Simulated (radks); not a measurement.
Values are calculated unless marked as measured or tabulated.
Numerical settings for neutral titanium, [Ar] 3d2 4s2. Level of theory: non-relativistic Kohn-Sham, r2SCAN, spin-polarised, spherical densities, point nucleus; open shells are filled with parallel spins first; meta-GGA in the generalised Kohn-Sham scheme (a radial shooting solver on a logarithmic mesh with Libxc functionals). The defaults (mesh step 0.008 in ln r, mesh end at 40 bohr or more with all orbitals vanishing there, Anderson mixing 0.5 over 9 steps, residual threshold near 1e-9 with the energy settled to 1e-9 hartree or 1e-11 of itself, here a cap of 50 iterations) give E = -849.276 hartree and 4s at -4.211 eV in 16 iterations. Run on one thread of a shared host, so times are rough (Arm Neoverse V1): 0.18 s of CPU time, 0.18 s wall, 16 iterations on 2669 mesh points. Changes against that run (0 stands for a change within the tolerance of the run):

| setting | iterations | converged | E (mhartree) | e(4s) (meV) | CPU (s) |
|---|---|---|---|---|---|
| mesh step in ln r 0.003 | 14 | yes | 0 | 0 | 0.41 |
| mesh step in ln r 0.02 | 50 | no | -0.00286 | -0.0123 | 0.2 |
| mesh step in ln r 0.005 | 16 | yes | 0 | +0.00376 | 0.28 |
| mesh end (bohr) 5 | 11 | level above zero | +190 | +4.22e+03 | 0.11 |
| mesh end (bohr) 20 | 16 | yes | 0 | 0 | 0.18 |
| residual threshold 0.001 | 10 | yes | 0 | -0.123 | 0.13 |
| residual threshold 1e-13 | 50 | no | 0 | +0.00687 | 0.42 |
| mixing 0.05 | 26 | yes | 0 | +0.0124 | 0.27 |
| linear mixing, mixing 0.05 | 50 | no | +0.539 | -230 | 0.48 |
| linear mixing, mixing 0.5 | 50 | no | 0 | +0.00352 | 0.4 |
| mixing history 2 | 19 | yes | 0 | -0.00508 | 0.2 |
| iteration cap 3 | 3 | no | +0.946 | -111 | 0.05 |

Settled on a wrong energy, with an occupied level pushed above zero by the early mesh end: mesh end (bohr) 5 (+0.19 hartree). Apart from these: no run marked as converged misses the energy by more than 1 mhartree. A mesh that ends early acts as a hard wall.
